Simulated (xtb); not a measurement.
C5H10O, SMILES CC[C@H]1OCC1. All values are semi-empirical tight-binding results from xtb (GFN2-xTB unless named), good for trends rather than for accurate numbers. Geometry optimised at GFN2-xTB. One conformer was computed; it need not be the lowest.

Computed properties:
```json
{
 "orbital_gap": "10.12 eV",
 "dipole_moment": "1.94 D",
 "zero_point_energy": "88.5 kcal/mol",
 "G − E(el) at 298.15 K (modified RRHO)": "69.3 kcal/mol",
 "static polarisability (D4 model)": "63.0 bohr³",
 "solvation energy, GFN2-xTB/ALPB(water)": "-1.7 kcal/mol",
 "solvation energy, GFN2-xTB/ALPB(methanol)": "-5.2 kcal/mol"
}
```

Computed IR lines (harmonic; lines under 4 % of the strongest left out, lines within 3 cm⁻¹ merged):
ν (cm⁻¹): 830 (w), 974 (m), 998 (m), 1035 (m), 1049 (m), 1081 (m), 1121 (w), 1130 (m), 1238 (w), 1269 (w), 1296 (w), 1355 (w), 1503 (w), 2889 (s), 2917 (s), 2943 (s), 2969 (s), 2985 (m), 3024 (m), 3030 (vs), 3036 (m), 3051 (m) (against the strongest line: vs over 80 %, s over 45 %, m over 15 %, w over 4 %, vw less)
